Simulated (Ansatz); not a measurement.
Consider the formal exchange of groups at the Se–Hf bond: `C[Se][Hf]([Cl])([Cl])[Cl]` + `OC(F)Cl` → `C[Se]C(O)F` + `[Cl][Hf]([Cl])([Cl])[Cl]`.

Calculated with Ansatz (gas phase, PBE0-D4/def2-TZVP geometries, no zero-point term in ΔE). CCSD(T)/CBS is the MP2 limit (def2-TZVPP, def2-QZVPP) plus CCSD(T) − MP2 in def2-TZVPP, frozen cores. Functionals use def2-TZVPP. B3LYP here is the variant with VWN-RPA as its local correlation; programs differ in this. Elements past krypton have def2 core potentials. For Hf, Se outer-core shells are correlated without core-valence functions, which leaves a few kJ/mol of doubt a bond. Scalar relativity is left out up to krypton. Each species was taken in one conformer, which may not be the lowest.

`C[Se][Hf]([Cl])([Cl])[Cl]`:

```xyz
9

C     1.399   -0.800   -0.271
Se    0.639    0.536   -1.511
Hf   -1.262    0.801    0.122
Cl   -2.318   -1.262    0.389
Cl   -2.704    2.385   -0.764
Cl   -0.396    1.488    2.176
H     2.377   -0.443    0.042
H     0.789   -0.961    0.623
H     1.476   -1.743   -0.807
```

`OC(F)Cl`:

```xyz
6

O     0.254   -0.632    0.896
C    -0.300    0.152   -0.048
F    -0.687   -0.571   -1.129
Cl    0.832    1.410   -0.645
H     1.068   -1.020    0.553
H    -1.166    0.660    0.373
```

`C[Se]C(O)F`:

```xyz
10

C     0.223   -1.161    1.182
Se    0.391   -1.221   -0.751
C    -0.271    0.591   -1.058
O     0.530    1.493   -0.416
F    -0.241    0.793   -2.416
H    -0.818   -1.026    1.474
H     0.845   -0.363    1.580
H     0.576   -2.124    1.551
H    -1.321    0.670   -0.752
H     0.085    2.349   -0.394
```

`[Cl][Hf]([Cl])([Cl])[Cl]`:

```xyz
5

Cl   -1.827   -1.364    0.415
Hf    0.000    0.000    0.000
Cl    1.918   -1.006    0.825
Cl    0.219    0.324   -2.285
Cl   -0.310    2.046    1.044
```

Problem. Is it downhill or uphill in electronic energy at CCSD(T)/CBS, and by how much? (An estimate is asked.)

Solution. Ansatz gave: Downhill: ΔE = -58.9 kJ/mol.

Problem. What do these levels give: PBE-D4, r2SCAN-D4, PBE0-D4, B3LYP-D4, ωB97M-V, B2PLYP, PBE0, HF/def2-TZVPP, SCS-MP2/def2-TZVPP, CCSD(T)/def2-TZVPP, MP2/def2-QZVPP, MP2/CBS(def2)? (Best estimate.)

Solution. Computed: PBE-D4 -54.0, r2SCAN-D4 -57.4, PBE0-D4 -55.5, B3LYP-D4 -62.2, ωB97M-V -62.4, B2PLYP -62.1, PBE0 -58.2, HF/def2-TZVPP -74.6, SCS-MP2/def2-TZVPP -58.5, CCSD(T)/def2-TZVPP -57.6, MP2/def2-QZVPP -54.1, MP2/CBS(def2) -54.4 kJ/mol.

Largest T1 diagnostic among the species: 0.014.

In def2-TZVPP, CCSD(T) changes the Hartree–Fock value by +17.0 kJ/mol (the triples alone add +4.5 kJ/mol) and MP2 by +21.6 kJ/mol. The D4 term adds +4.6 kJ/mol with B3LYP and +2.7 kJ/mol with PBE0; it sums over pairs of atoms, weighted by their polarisabilities, and B3LYP, whose exchange is more repulsive, gets the larger term.
